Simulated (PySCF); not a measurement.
EPR parameters of C6H6NO2

C₆H₆NO₂ (doublet state).
Numbering: `[CH2:1]=[C:2]1[C@@H:3]([CH:4]=[O:5])[C@@H:6]1[NH:7][C:8]=[O:9]` (hydrogens: H10, H11 on C1; H12 on C3; H13 on C4; H14 on C6; H15 on N7)

Geometry (GFN2-xTB, Å), atoms numbered from 1 in this order:
```xyz
15
C6H6NO2 angstrom
C     -0.0941    1.7461   -1.4682
C     -0.1175    0.7918   -0.5722
C     -0.4523    0.4235    0.8276
C     -1.8507    0.1923    1.2239
O     -2.3076    0.4512    2.3045
C      0.2127   -0.5552   -0.1586
N      1.5966   -0.9429    0.0676
C      2.0589   -2.1648   -0.0552
O      1.5721   -3.2210   -0.3449
H     -0.4968    2.7240   -1.2632
H      0.3215    1.5815   -2.4487
H      0.1654    0.8389    1.6176
H     -2.4707   -0.2574    0.4234
H     -0.3667   -1.4027   -0.5055
H      2.2248   -0.1974    0.3299
```

The hyperfine couplings belong to this conformer and change with its torsions.

The calculation used UKS B3LYP, pcH-1 on C H N O, non-relativistic, mean-field spin-orbit, GIAO in PySCF 2.14.0. One conformer (not necessarily the lowest) at the GFN2-xTB geometry, without solvent, vibrations or thermal averaging. The geometry wasn't refined by DFT: couplings that depend on bond lengths, twists or pyramidal angles can differ widely from those at the functional's own minimum. No stability test was run, so a lower SCF solution isn't excluded.

| Item | Value |
| --- | --- |
| g1, g2, g3 | 1.99889, 2.00194, 2.00426 |
| g_iso | 2.00169 |
| Form of g | rhombic: the two nearest values differ by 43 % of g3 − g1 |
| ⟨S²⟩ | 0.7531 (exact 0.7500) |
| α and β electrons | 33, 32 |
| HOMO–LUMO gap, α and β orbitals | 4.34, 5.14 eV |
| Total energy | -437.34637 Eh |

Isotropic coupling and dipolar principal values T1 to T3, in MHz; ρ(0) is the spin density at the nucleus:

```tsv
atom	isotope	a_iso	T1	T2	T3	Mulliken spin population	ρ(0) (bohr⁻³)
C1	13C	1.8	-2.1	-1.7	3.8	0.03	0.0016
C2	13C	-1.3	-2.4	0.4	2.0	-0.01	-0.0012
C3	13C	-1.8	-0.5	-0.3	0.8	0.00	-0.0016
C4	13C	1.1	-0.3	-0.1	0.4	0.00	0.0010
O5	17O	-0.1	-0.8	0.3	0.5	0.00	0.0002
C6	13C	45.4	-5.9	-5.5	11.4	0.07	0.0404
N7	14N	76.8	-4.5	-2.4	6.9	-0.01	0.2376
C8	13C	436.8	-49.3	-45.4	94.6	0.66	0.3886
O9	17O	-49.6	-110.0	53.7	56.3	0.27	0.0818
H10	1H	-1.6	-1.2	-0.4	1.6	0.00	-0.0004
H11	1H	-1.3	-0.8	0.1	0.7	0.00	-0.0003
H12	1H	5.0	-1.2	-1.0	2.2	0.00	0.0011
H13	1H	0.1	-0.7	-0.5	1.2	0.00	0.0000
H14	1H	-5.3	-5.2	0.1	5.2	0.00	-0.0012
H15	1H	9.7	-9.0	-6.3	15.3	0.00	0.0022
```

The Mulliken spin populations are largest on C8 (+0.66), O9 (+0.27) and C6 (+0.07).

Under fast tumbling the dipolar parts average out, and these isotropic splittings remain: 1 × 14N (N7, I = 1, 3 lines) with 2.74 mT, 1 × 1H (H15, I = 1/2, 2 lines) with 0.35 mT, 1 × 1H (H14, I = 1/2, 2 lines) with 0.19 mT, 1 × 1H (H12, I = 1/2, 2 lines) with 0.18 mT, 1 × 1H (H10, I = 1/2, 2 lines) with 0.06 mT and 1 × 1H (H11, I = 1/2, 2 lines) with 0.05 mT.

The 13C coupling of C8 (436.8 MHz) shows only in satellite lines or after enrichment, since that isotope makes up about 1.07 % of natural carbon.

The 17O coupling of O9 (-49.6 MHz) shows only in satellite lines or after enrichment, since that isotope makes up about 0.038 % of natural oxygen.
